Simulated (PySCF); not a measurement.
NbOCl, SMILES [Nb]([Cl])=[O] (connectivity only; charge and spin as stated), neutral, multiplicity 3. Geometry optimised at r2SCAN-D4/def2-TZVP. The multiplicity is an assumed one; other spin states were not compared. The def2 effective core potentials stand for the cores of Nb; spin–orbit coupling is left out.

Calculation: r2SCAN-D4/def2-TZVP run with PySCF 2.14.0.

Harmonic wavenumbers (cm⁻¹): 169, 399, 1015. Rotational constants (GHz): 18.69, 2.986, 2.575; symmetry number 1.

### Question
Work out the zero-point energy and the ideal-gas rigid-rotor harmonic-oscillator thermochemistry at 298.15 K and 1 atm.

### Answer
ZPE = ½ Σ hcν = ½ × 1583 cm⁻¹ = 9.47 kJ/mol. H − E(el) = 21.90 kJ/mol. Entropy in J/(mol K): translation 170.76, rotation 105.51, vibration 14.66, spin 9.13, total 300.07. G − E(el) = -67.57 kJ/mol. Cp = 48.80 J/(mol K).
